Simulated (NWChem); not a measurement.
Species: SnNH$_{2}$BrF$_{2}$; SMILES [NH2][Sn]([F])([F])[Br]

```xyz
7

N      0.0114     1.4765     1.8572
Sn     0.0000     0.5967     0.0085
F      1.5636     1.1895    -0.9952
F     -1.5755     1.1890    -0.9768
Br     0.0002    -1.8791     0.0150
H     -0.8157     2.0929     1.9056
H      0.8364     2.0965     1.8934
```
Atoms are numbered in this order, from 1.

All runs: NWChem. Geometry: optimised at PBE-D3(BJ)/def2-SVP. Not confirmed as a minimum by frequencies. def2 effective core potentials on Sn; no spin-orbit coupling.

For level Hartree-Fock/STO-3G (all-electron, non-relativistic):

```
Item                         Result
---------------------------  ------
highest occupied level (eV)   -8.48
orbital gap (eV)              15.41
dipole (D)                     2.53
```

Q: How do the values read with level Hartree-Fock/def2-SVP (core potentials) instead?

A: 
| Quantity | Result |
|---|---|
| highest occupied level (eV) | -12.23 |
| orbital gap (eV) | 13.18 |
| dipole (D) | 2.72 |
